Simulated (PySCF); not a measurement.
Molfile (atoms numbered from 1):
```
C6H10OSi
     RDKit          3D

 18 17  0  0  0  0  0  0  0  0999 V2000
    3.9988   -0.9430   -0.3441 C   0  0  0  0  0  0  0  0  0  0  0  0
    2.7835   -0.4890   -0.0414 C   0  0  0  0  0  0  0  0  0  0  0  0
    1.6060   -0.8321   -0.7942 C   0  0  0  0  0  0  0  0  0  0  0  0
    0.3490   -0.4149   -0.5506 C   0  0  0  0  0  0  0  0  0  0  0  0
   -0.0742    0.4567    0.5091 C   0  0  0  0  0  0  0  0  0  0  0  0
   -1.3491    0.8296    0.6892 C   0  0  0  0  0  0  0  0  0  0  0  0
   -2.3464    0.4180   -0.1108 O   0  0  0  0  0  0  0  0  0  0  0  0
   -3.9475    0.7060   -0.1224 Si  0  0  0  0  0  4  0  0  0  0  0  0
    4.8677   -0.6760    0.2322 H   0  0  0  0  0  0  0  0  0  0  0  0
    4.1624   -1.6015   -1.1818 H   0  0  0  0  0  0  0  0  0  0  0  0
    2.6598    0.1685    0.8079 H   0  0  0  0  0  0  0  0  0  0  0  0
    1.7736   -1.4931   -1.6356 H   0  0  0  0  0  0  0  0  0  0  0  0
   -0.4461   -0.7530   -1.2021 H   0  0  0  0  0  0  0  0  0  0  0  0
    0.6598    0.8383    1.2006 H   0  0  0  0  0  0  0  0  0  0  0  0
   -1.6288    1.4905    1.5016 H   0  0  0  0  0  0  0  0  0  0  0  0
   -4.2051    2.1396   -0.2765 H   0  0  0  0  0  0  0  0  0  0  0  0
   -4.5560    0.2495    1.1291 H   0  0  0  0  0  0  0  0  0  0  0  0
   -4.3162   -0.0879   -1.2819 H   0  0  0  0  0  0  0  0  0  0  0  0
  1  2  2  0
  2  3  1  0
  3  4  2  0
  4  5  1  0
  5  6  2  0
  6  7  1  0
  7  8  1  0
  1  9  1  0
  1 10  1  0
  2 11  1  0
  3 12  1  0
  4 13  1  0
  5 14  1  0
  6 15  1  0
  8 16  1  0
  8 17  1  0
  8 18  1  0
M  END
```

Level of theory: shieldings: GIAO PBE0/pcSseg-1, structure optimised with GFN2-xTB, in PySCF (no relativistic terms, one conformer, fast rotation and ring inversion assumed for equivalent nuclei, in vacuum).

Problem. Predict the 2D correlation tables (HSQC, COSY, HMBC).

Solution. 

HSQC (one-bond C–H):
| δH | δC |
| --- | --- |
| 7.07 (H11) | 140.0 (C2) |
| 6.88 (H13) | 130.0 (C4) |
| 6.35 (H15) | 147.2 (C6) |
| 6.13 (H12) | 134.1 (C3) |
| 6.04 (H14) | 115.0 (C5) |
| 5.47 (H10) | 123.5 (C1) |
| 5.39 (H9) | 123.5 (C1) |

COSY cross peaks (H two or three bonds apart, from the bond graph; peaks can be absent where the dihedral angle is near 90°):
| δH | δH |
| --- | --- |
| 7.07 (H11) | 6.13 (H12) |
| 7.07 (H11) | 5.47 (H10) |
| 7.07 (H11) | 5.39 (H9) |
| 6.88 (H13) | 6.13 (H12) |
| 6.88 (H13) | 6.04 (H14) |
| 6.35 (H15) | 6.04 (H14) |
| 5.47 (H10) | 5.39 (H9) |

HMBC (two and three bonds, from the bond graph):
| δH | δC |
| --- | --- |
| 7.07 (H11) | 134.1 (C3), 130.0 (C4), 123.5 (C1) |
| 6.88 (H13) | 147.2 (C6), 140.0 (C2), 134.1 (C3), 115.0 (C5) |
| 6.35 (H15) | 130.0 (C4), 115.0 (C5) |
| 6.13 (H12) | 140.0 (C2), 130.0 (C4), 123.5 (C1), 115.0 (C5) |
| 6.04 (H14) | 147.2 (C6), 134.1 (C3), 130.0 (C4) |
| 5.47 (H10) | 140.0 (C2), 134.1 (C3) |
| 5.39 (H9) | 140.0 (C2), 134.1 (C3) |
| 5.06 (H16/H17/H18) | 147.2 (C6) |

Scale: TMS for 1H (31.72 ppm), 13C (186.93 ppm) (reference shieldings calculated alike).

Short H···H contacts in this conformer between protons four or more bonds apart (candidates for NOE cross peaks, intensity ∝ r⁻⁶): H11···H14 2.15 Å, H10···H12 2.43 Å.

Shifts are as computed. Against solution values, carbons near 30 ppm lie about +3 ppm off and those near 130 ppm about +5 ppm. Of 1211 compounds with measured shifts, 218 miss one by over three times the rms of a fit or turn the order of signals round; such compounds aren't used in these exercises.
